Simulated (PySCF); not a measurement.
## Molybdenum: a sound run and one with changed settings

Sound run: Mo⁺ [Kr] 4d5, Mo²⁺ [Kr] 4d4. Computed with PySCF 2.14 in aug-cc-pVDZ-PP with ECP28MDF (5s5p4d2f, 54 functions), with a scalar-relativistic core potential. In the sound run the correlated levels freeze 4s2 4p6 outside the core potential. The sound run starts from symmetry-adapted Hartree-Fock orbitals and uses a fine grid where one is needed.

Changed run: initial guess atom, at most 50 SCF cycles.

```json
{"species": "Mo⁺", "method": "UHF", "sound run (hartree)": "-67.11429", "changed run (hartree)": "-67.11429", "converged": "yes"}
{"species": "Mo⁺", "method": "PBE0", "sound run (hartree)": "-67.61065", "changed run (hartree)": "-67.61065", "converged": "yes"}
{"species": "Mo⁺", "method": "PBE", "sound run (hartree)": "-67.61793", "changed run (hartree)": "-67.61793", "converged": "yes"}
{"species": "Mo⁺", "method": "MP2", "sound run (hartree)": "-67.16004", "changed run (hartree)": "-67.16004", "converged": "yes"}
{"species": "Mo²⁺", "method": "UHF", "sound run (hartree)": "-66.55790", "changed run (hartree)": "-66.55791", "converged": "yes"}
{"species": "Mo²⁺", "method": "PBE0", "sound run (hartree)": "-67.01133", "changed run (hartree)": "-67.01191", "converged": "yes"}
{"species": "Mo²⁺", "method": "PBE", "sound run (hartree)": "-67.01372", "changed run (hartree)": "-67.01140", "converged": "no"}
{"species": "Mo²⁺", "method": "MP2", "sound run (hartree)": "-66.58247", "changed run (hartree)": "-66.58248", "converged": "yes"}
```

Ionisation energy of Mo⁺:

```json
{"method": "UHF", "sound run (eV)": "15.140", "changed run (eV)": "15.140"}
{"method": "PBE0", "sound run (eV)": "16.308", "changed run (eV)": "16.292"}
{"method": "MP2", "sound run (eV)": "15.717", "changed run (eV)": "15.716"}
{"method": "SCS-MP2", "sound run (eV)": "15.332", "changed run (eV)": "15.332"}
```

Where the changed run lies lower, it found another determinant of the same configuration, with other orbitals of the open shell filled.

For comparison, NIST gives 16.16 ± 0.12 eV between the lowest levels.
